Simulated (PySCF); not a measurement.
# One molecule, several mistakes: Cl2GeH3N

All numbers below are calculated, not measured. The program is PySCF 2.14.0, an open-source quantum chemistry code, run on an isolated molecule that a program drew, which may never have been made. The molecule is Cl2GeH3N (charge 0, singlet), drawn as the SMILES string `[NH2][GeH]([Cl])[Cl]`.

Each row is a Hartree-Fock (HF) and frozen-core CCSD(T) single point in the cc-pV(D+d)Z basis, meant for a local HF minimum. Run 1 is clean. Each other run has one planted mistake out of seven kinds, and not every kind appears here: one electron removed, one electron added, multiplicity raised by two, geometry at a saddle point, minimal basis STO-3G, one bond length entered in bohr, all coordinates scaled. The reference is restricted for singlets and unrestricted otherwise, and also for a bond in bohr. Adding or removing an electron swaps singlet and doublet. Electrons count all cores. HOMO and LUMO are orbital energies over both spins, the gradient is its largest component, and the lowest frequency (negative if imaginary) is given only where the gradient is small. Bond lengths are over the 6 bonds as drawn. T1 is the CCSD diagnostic: over 0.02 (restricted) or 0.045 (unrestricted) a single reference is doubtful. Germanium has the cc-pVDZ-PP basis, with a core potential (ECP10MDF) in place of its 10 inner electrons, and its 3s, 3p and 3d shells are frozen in CCSD(T).

Geometry of the clean run:
```xyz
7
Cl2GeH3N, angstrom
N    -1.0268    0.7110   -1.0106
Ge    0.3443    1.5487   -0.1838
Cl    1.1799    2.9185   -1.6135
Cl    1.7875    0.0323    0.3024
H    -1.7380    1.3162   -1.3828
H    -1.4509   -0.0362   -0.4885
H     0.0800    2.3361    1.0858
```

```
run,electrons,basis functions,<S^2>,HOMO (eV),LUMO (eV),gradient (hartree/bohr),lowest frequency (cm^-1),mean bond (Å),longest bond (Å),T1,HF (hartree),CCSD(T) (hartree),mistake
1,76,98,0.000,-11.75,3.51,1.3e-05,105,1.6055,2.149,0.0095,-1268.68795,-1269.28391,no fault
2,76,98,0.981,-9.16,-0.92,1.3e-02,-,1.9242,4.061,0.0204,-1268.57396,-1269.14179,one bond length entered in bohr
3,76,98,2.013,-3.67,-0.68,7.4e-02,-,1.6055,2.149,0.0231,-1268.46121,-1269.04244,multiplicity raised by two
4,75,98,0.761,-17.04,-7.17,1.1e-01,-,1.6055,2.149,0.0197,-1268.34670,-1268.90775,one electron removed
5,76,98,0.000,-11.76,4.20,2.4e-02,-,1.5589,2.087,0.0089,-1268.68078,-1269.27277,?
6,77,98,0.759,1.87,8.63,8.4e-02,-,1.6055,2.149,0.0241,-1268.58814,-1269.19781,?
```

**Which mistake was planted in run 5, and what did it cost?**

The mean and the longest bond both change by the same factor, 0.971, and the gradient is no longer small. So the mistake is: all coordinates scaled. Subtracting run 1 and multiplying by 627.51 kcal/mol a hartree, the energy moved by 4.5 kcal/mol in HF and 7.0 kcal/mol in CCSD(T).

**Which mistake was planted in run 6, and what did it cost?**

It counts 77 electrons, one more than the clean run, at the same geometry and basis. So the mistake is: one electron added. Subtracting run 1 and multiplying by 627.51 kcal/mol a hartree, the energy moved by 62.6 kcal/mol in HF and 54.0 kcal/mol in CCSD(T).

Cautions from the logs. Run 6: the HOMO is above zero, so the electron isn't bound and the energy depends on the basis.
